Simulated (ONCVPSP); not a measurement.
## Scattering properties, ONCV potential for zinc

zinc, optimised norm-conserving Vanderbilt (ONCV), made with ONCVPSP 4.0.1 (PBE, scalar-relativistic). Core [Ar], reference 3d10 4s2. Waves: 4s: rc 1.70 bohr, ncon 4, nbas 9, qcut 4.3 1/bohr, 2 projectors, debl 1.7 Ha; p scattering state at 0.03 Ha: rc 1.60 bohr, ncon 4, nbas 7, qcut 6.1 1/bohr, 2 projectors, debl 3.8 Ha; 3d: rc 1.05 bohr, ncon 4, nbas 9, qcut 18.1 1/bohr, 2 projectors, debl 0.8 Ha. Local part: polynomial inside 0.85 bohr (lpopt 3, dvloc0 0 Ha). Core correction: none.

The phase is arctan(r·R′/R) of the radial function R(r), unwrapped; energies in Ha, scanned from -2 to 5 Ha. A pole is an energy at which the radial function vanishes at the test radius. The pseudo phase is shifted by a multiple of π to meet the all-electron one at the reference energy, and phase errors are pseudo minus all-electron; the curves can meet again beyond the range given. Levels narrower than the energy grid can be missing from the lists of poles. Where the grid stepped over a known ghost or core level, its pole and its step of π were put in at the level’s energy.

| channel | radius (bohr) | reference energy (Ha) | poles, all-electron | poles, pseudo | unbroken range about the reference energy with phases within 0.05 rad | phase error 1 Ha above the reference energy (rad) |
| --- | --- | --- | --- | --- | --- | --- |
| s | 1.72 | -0.22 | 3.12 | -1.46, 3.11 | above -1.4 | -0.000 |
| p | 1.62 | 0.03 | 4.80 | -1.92, -1.86, 4.81 | above -1.4 | +0.005 |
| d | 1.07 | -0.37 | 1.20 | 1.20 | the whole range | -0.000 |

Note: ghosts flagged at negative energy: s at -39.8 eV, p at -52.2 eV; no localised positive-energy state flagged. A true bound ghost makes a file unfit for plane-wave use.

Phases in the s channel:

```tsv
E (Ha)	all-electron	pseudo
-1.98	1.073	4.199
-1.80	1.028	4.150
-1.62	0.973	4.080
-1.44	0.905	1.070
-1.26	0.819	0.835
-1.08	0.707	0.713
-0.90	0.561	0.564
-0.72	0.371	0.372
-0.54	0.135	0.135
-0.36	-0.134	-0.134
-0.18	-0.403	-0.403
0.00	-0.637	-0.637
0.18	-0.824	-0.824
0.36	-0.968	-0.968
0.54	-1.079	-1.079
0.72	-1.165	-1.165
0.90	-1.233	-1.233
1.08	-1.288	-1.288
1.26	-1.333	-1.333
1.44	-1.371	-1.371
1.62	-1.403	-1.403
1.80	-1.432	-1.432
1.98	-1.456	-1.456
2.16	-1.479	-1.479
2.34	-1.499	-1.499
2.52	-1.517	-1.518
2.70	-1.534	-1.535
2.88	-1.550	-1.551
3.06	-1.566	-1.567
3.24	-1.580	-1.582
3.42	-1.595	-1.597
3.60	-1.609	-1.612
3.78	-1.623	-1.627
3.96	-1.637	-1.643
4.14	-1.651	-1.660
4.32	-1.667	-1.678
4.50	-1.682	-1.698
4.68	-1.699	-1.721
4.86	-1.717	-1.747
```
